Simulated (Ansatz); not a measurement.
Mulliken charges of `[OH][Zr]([OH])([OH])[F]` from r2SCAN/def2-TZVPP in Ansatz (PBE0-D4/def2-TZVP geometry).

```json
{"atom": "O1", "x (Å)": "-1.106", "y (Å)": "1.369", "z (Å)": "0.521", "charge (e)": "-0.556"}
{"atom": "Zr2", "x (Å)": "0.105", "y (Å)": "0.149", "z (Å)": "-0.335", "charge (e)": "1.502"}
{"atom": "O3", "x (Å)": "1.676", "y (Å)": "-0.100", "z (Å)": "0.742", "charge (e)": "-0.556"}
{"atom": "O4", "x (Å)": "-0.759", "y (Å)": "-1.535", "z (Å)": "-0.656", "charge (e)": "-0.556"}
{"atom": "F5", "x (Å)": "0.634", "y (Å)": "0.897", "z (Å)": "-2.023", "charge (e)": "-0.416"}
{"atom": "H6", "x (Å)": "-1.590", "y (Å)": "1.933", "z (Å)": "1.115", "charge (e)": "0.194"}
{"atom": "H7", "x (Å)": "2.367", "y (Å)": "-0.414", "z (Å)": "1.316", "charge (e)": "0.194"}
{"atom": "H8", "x (Å)": "-1.327", "y (Å)": "-2.298", "z (Å)": "-0.679", "charge (e)": "0.194"}
```

By hand: the dipole of these point charges (1 e Å = 4.8032 D).

Σ q r = (-0.108, -0.153, 0.341) e Å, of length 0.389 e Å = 1.87 D.

How does the dipole of the full density compare? (Best estimate.)

Computed: (-0.183, -0.259, 0.580) e Å, 3.18 D; the point charges give 0.59 times that, at 0° from its direction.

Point charges leave out the atoms' own dipoles, such as those of lone pairs, and Mulliken's split depends on the basis, so the two needn't agree.
